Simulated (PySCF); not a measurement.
SMILES [NH+]#CC (C₂H₄N (cation, charge +1)) at its CAM-B3LYP/def2-SVP optimised geometry (Å):

```
7

C      1.6207    -0.1850    -0.0001
C      0.1822    -0.1859     0.0000
N     -0.9612    -0.1859     0.0000
H      1.9804    -0.5540     0.9740
H      1.9792     0.8436    -0.1673
H      1.9805    -0.8436    -0.8070
H     -1.9805    -0.1877     0.0004
```

Computed with CAM-B3LYP/def2-TZVP run with PySCF.

Map of the Laplacian of the electron density (e/bohr⁵) on the plane z = 1.5 Å:

```
|0000000000000000000000000000000|
|0000000000000000000000000000000|
|0000000000000000000000000000000|
|0000000000000000000000000000000|
|0000000000000000000000000000000|
|0000000000000000000000000000000|
|0000000000000000000000000000000|
|0000000000000000000000000000000|
|0000000000000000000000000000000|
|0000000000000000000000000000000|
|0000000000000000000000000000000|
|0000000000000000000000000000000|
|0000000000000000000000000000000|
|0000000000001110000111111000000|
|0000000000111111111123321100000|
|0000000001111111111235653100000|
|0000000001112211112357886210000|
|0000000000111111111258997310000|
|0000000000011111111247885200000|
|0000000000000000001124553100000|
|0000000000000000000011211000000|
|0000000000000000000000000000000|
|0000000000000000000000000000000|
|0000000000000000000000000000000|
|0000000000000000000000000000000|
|0000000000000000000000000000000|
|0000000000000000000000000000000|
|0000000000000000000000000000000|
|0000000000000000000000000000000|
|0000000000000000000000000000000|
|0000000000000000000000000000000|
```
Scale: ten equal steps from 0.000 (start of '0') to 0.086 (end of '9'), in the order '0123456789'; x runs from -4.00 to 4.00, y from -4.00 (bottom) to 4.00 (top).
